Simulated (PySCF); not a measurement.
Molecule: `InChI=1S/C3H10BN/c1-2-3-5-4/h2H,1,3,5H2,4H3`.

Bonds (- single, = double, # triple, : aromatic): B1-N2, N2-C3, C3-C4, C4=C5. B1 carries H6, H7, H8; N2 carries H9, H10; C3 carries H11, H12; C4 carries H13; C5 carries H14, H15. Formal charges: B1 -1, N2 +1. H14 is cis to C3; H15 is trans to C3.

Frames of a GFN2-xTB Langevin trajectory at 600 K; GIAO PBE0/pcSseg-1 shieldings in PySCF 2.14.0 with density-fitted response routines, gas phase, non-relativistic; equivalent atoms averaged within each frame.

δ = σ(ref) − σ, references computed at the same level: ¹¹B (σ = 100.07 ppm) vs BF3·OEt2; ¹⁵N (σ = 267.73 ppm) vs NH3; TMS for ¹³C (σ = 186.93 ppm), ¹H (σ = 31.72 ppm). The references are static minima.

Question: How do the shifts (ppm) fluctuate along the trajectory?

Answer: 
```tsv
time (fs)	B1	N2	C4	C5	C3	H13	H15	H14	H11/H12	H6/H7/H8
optimised geometry	-23.9	51.4	145.8	116.8	53.5	6.38	5.50	5.18	3.58	2.03
250	-17.9	45.6	153.1	112.2	59.2	6.36	5.51	4.20	4.09	2.65
425	-25.2	78.4	149.0	139.0	58.8	6.85	5.27	6.27	4.14	2.08
625	-22.6	69.4	163.0	128.2	59.0	7.42	5.97	6.30	2.86	2.13
800	-21.2	64.1	160.6	127.6	58.8	6.85	5.99	4.95	3.98	2.86
1000	-26.2	51.4	138.8	123.9	56.8	5.56	5.14	6.99	4.44	1.58
mean of frames	-22.6	61.8	152.9	126.2	58.5	6.61	5.57	5.74	3.90	2.26
standard deviation	3.3	13.3	9.7	9.6	1.0	0.70	0.39	1.14	0.61	0.51
```

5 frames give an uncertainty of the mean of about the standard deviation over 2.2 at best, since frames this close in time may not be independent; classical motion lacks zero-point vibration, and the reference would need the same averaging.
